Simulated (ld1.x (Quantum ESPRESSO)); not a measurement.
What one change does to a pseudopotential (Ni, ultrasoft)

Ni, ultrasoft, made with ld1.x (Quantum ESPRESSO) 7.5 (LDA (PZ), scalar-relativistic). Core [Ar], reference 3d8 4s0 4p0 (charge +2). Waves: 4s (bound, empty): rcut 1.70, rcutus 1.95 bohr; 4s channel at 2.45 Ry: rcut 1.70, rcutus 1.95 bohr; 4p (bound, empty): rcut 1.60, rcutus 1.85 bohr; 4p channel at 1.25 Ry: rcut 1.60, rcutus 1.85 bohr; 3d (bound): rcut 0.80, rcutus 1.05 bohr; 3d channel at -0.45 Ry: rcut 0.80, rcutus 1.05 bohr. Local part: all-electron potential smoothed inside 1.80 bohr (lloc = -1). Core correction: Bessel-smoothed model core inside 1.05 bohr. Augmentation charge: PSQ, inside the norm-conserving radii.

All-electron outer shells of the reference configuration (LDA (PZ), scalar-relativistic, ld1.x):

```tsv
shell	level (eV)	outermost node (bohr)	outermost maximum (bohr)
3p	-91.05	0.27	0.65
3d	-28.71	–	0.63
4s	-21.84	0.91	2.00
4p	-15.06	0.99	2.38
```

Change: waves 3d (bound): rcut 0.80, rcutus 1.40 bohr; 3d channel at -0.45 Ry: rcut 0.80, rcutus 1.40 bohr.

Cutoffs: the cutoffs (Ry, on a coarse ladder) from which the occupation-weighted sum of valence levels, in a spherical-Bessel basis at the reference potential, stays within 10 and 1 mRy of its value at 400 Ry; they do not see the model core or the augmentation charge, which bear on the density cutoff. Errors are all-electron minus pseudo energies relative to the spin-unpolarised reference configuration.

Task: How do hardness, ghosts and transferability respond?

Result: The potential gets softer (140 Ry and 200 Ry → 55 Ry and 90 Ry); of the 9 tests that both files solve, the error grows in 1 and shrinks in 1 by more than 15 % and 0.3 meV (median size 17.6 → 14.7 meV); neither file shows a bound ghost. A larger radius leaves more room for a smooth pseudo-wave, so fewer plane waves are needed.

```tsv
quantity	base	changed
cutoff, loose	140 Ry	55 Ry
cutoff, tight	200 Ry	90 Ry
bound ghosts	none	none
error for 3d8 4s2 4p0, meV [ΔE -27.26 eV]	-2.2	-2.8
error for 3d8 4s1 4p0, meV [ΔE -17.66 eV]	-0.6	-0.8
error for 3d7 4s0 4p0, meV [ΔE 37.80 eV]	-224	-237
error for 3d8.5 4s1.5 4p0, meV [ΔE -28.46 eV]	-15	-15
error for 3d8 4s0 4p1, meV [ΔE -11.89 eV]	+1.9	+1.9
error for 3d9 4s0 4p0, meV [ΔE -20.70 eV]	-76	-78
error for 3d7 4s2 4p0, meV [ΔE -10.85 eV]	-156	-169
error for 3d8 4s0 4p0 (spin-polarised), meV [ΔE -0.95 eV]	+19	+17
error for 3d8 4s2 4p0 (spin-polarised), meV [ΔE -28.17 eV]	+18	+15
s: phases at 2.14 bohr within 0.05 rad from the reference energy up to (Ry; the scan ends near 5)	to the end of the scan	to the end of the scan
p: phases at 2.14 bohr within 0.05 rad from the reference energy up to (Ry; the scan ends near 5)	to the end of the scan	to the end of the scan
d: phases at 2.14 bohr within 0.05 rad from the reference energy up to (Ry; the scan ends near 5)	to the end of the scan	to the end of the scan
lowest overlap eigenvalue by channel	s 0.57, p 0.66, d 0.99	s 0.57, p 0.66, d 0.88
```
